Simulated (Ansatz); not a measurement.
Born–Oppenheimer molecular dynamics of H₆N₂OSi (10 atoms, charge 0, multiplicity 1). It starts at the highest image of a converged band. Of that band: Neighbouring images differ by up to 1.8 eV, so the band resolves the path poorly. A vibrational analysis at the climbing image gives one clearly imaginary mode, 1162i cm⁻¹: a first-order saddle point.

Computed with Ansatz, UKS PBE-D4/def2-SVP.

```
ensemble                      : NVE (velocity Verlet)
time step                     : 0.5 fs
steps asked                   : 200
starting velocities drawn for : 300 K
seed                          : 11587
```

First frame:

```xyz
10
Properties=species:S:1:pos:R:3
Si -0.154 0.265 -0.253
H 0.608 -0.938 -1.491
O -0.562 1.028 -1.595
H 0.163 -0.164 -1.902
N 1.129 0.776 0.744
N -1.238 -0.682 0.655
H 1.418 0.324 1.613
H 1.840 1.404 0.368
H -2.097 -1.042 0.238
H -1.106 -0.972 1.623
```

Q: How far do the bonds stretch over the last three quarters of this one trajectory? (Pairs bonded in most of those frames.)

A: 
```csv
bond,mean (Å),spread (Å),shortest,longest
Si1–H2,1.553,0.125,1.35,1.72
Si1–O3,1.717,0.073,1.59,1.82
Si1–N5,1.794,0.075,1.63,1.89
Si1–N6,1.774,0.067,1.65,1.87
O3–H4,1.000,0.080,0.87,1.12
N5–H7,1.031,0.019,1.00,1.07
N5–H8,1.033,0.023,0.99,1.07
N6–H9,1.027,0.017,1.00,1.06
N6–H10,1.030,0.014,1.00,1.06
```

Mean temperature of the second half: 1149 K. The conserved energy stayed within 0.81 meV per atom of its start (net change 0.27 meV per atom), so the integration is sound. The kinetic energy rose, since the run started high on the potential surface and went downhill. A run of 0.1 ps of so small a system gives no equilibrium averages. The orbitals stay closed-shell, which can raise the energy where a bond breaks towards radicals; this wasn't checked here.

Time of the run: 4.6 min on 2 threads of Intel(R) Xeon(R) Platinum 8488C (Sapphire Rapids), on a shared host, peak memory 0.17 GiB.
